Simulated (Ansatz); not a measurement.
`FC1=C[SiH2]O[SiH2]1`. The species carries charge 0 and has multiplicity 1.

```csv
atom,x (Å),y (Å),z (Å)
F1,0.233,-1.300,2.225
C2,0.107,-0.590,1.093
C3,-0.116,0.724,1.091
Si4,-0.236,1.370,-0.649
O5,-0.004,-0.029,-1.511
Si6,0.232,-1.389,-0.611
H7,-0.206,1.286,2.017
H8,0.818,2.363,-0.977
H9,-1.562,1.959,-0.963
H10,-0.827,-2.399,-0.850
H11,1.562,-1.995,-0.864
```

Task: What are the harmonic wavenumbers in cm⁻¹ at PBE0-D4/def2-TZVP (Ansatz, finite differences of forces, unscaled)? (Best estimate.)

Result: The calculation gave: 147, 182, 314, 356, 395, 433, 614, 637, 677, 685, 689, 712, 768, 826, 875, 934, 974, 991, 994, 1123, 1252, 1627, 2230, 2234, 2243, 2245, 3182.

Task: Is this a minimum?

Result: Yes, all 27 modes are real.

Task: Give the ideal-gas thermochemistry at 298.15 K and 1 bar (rigid rotor, harmonic oscillator; point group Cs, symmetry number 1).

Result: Zero-point energy 169.5 kJ/mol; H(298) − E = 189.3 kJ/mol; entropy 337.0 J/(mol·K), of which translation 168.6, rotation 116.1, vibration 52.3; G(298) − E = 88.8 kJ/mol.

Task: Rotational constants (cm⁻¹)?

Result: 0.1259, 0.07103, 0.0469.
